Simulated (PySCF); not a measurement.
A species of formula C3H3F2NSi has this rotational fingerprint, computed with PBE0-D3(BJ)/def2-SVP geometry optimisation, gas phase in PySCF:

| Item | Value |
| --- | --- |
| Rotational constants | A = 3529, B = 1549, C = 1184 MHz |
| Dipole components | \|μa\| = 1.51 D, \|μb\| = 2.66 D, \|μc\| = 0.33 D |
| Inertial defect | -42.71 u·Å² |
| κ | -0.69 |

Task: Which candidate fits, each taken in the one conformer that was computed?
A. `N#C[C@@]1(F)[SiH2][C@H]1F`
B. `[CH2:1]=[C:2]([C:3]#[N:4])[SiH:5]([F:6])[F:7]` with C1–C2–Si5–F6 -3°

Result: B. It is C=C(C#N)[SiH](F)F, an asymmetric top, point group C1. The candidates at the same level (rigid rotor, commonest isotopes):

| SMILES | A (MHz) | B (MHz) | C (MHz) | μa (D) | μb (D) | μc (D) | Δ (u·Å²) | point group | rotor |
| --- | --- | --- | --- | --- | --- | --- | --- | --- | --- |
| N#C[C@@]1(F)[SiH2][C@H]1F | 2470 | 1941 | 1680 | 4.42 | 1.52 | 0.40 | -164.20 | C1 | asymmetric top |
| C=C(C#N)[SiH](F)F | 3529 | 1549 | 1184 | 1.51 | 2.66 | 0.33 | -42.71 | C1 | asymmetric top |

`N#C[C@@]1(F)[SiH2][C@H]1F` has C 42 % too high. No structure here is proved a minimum.
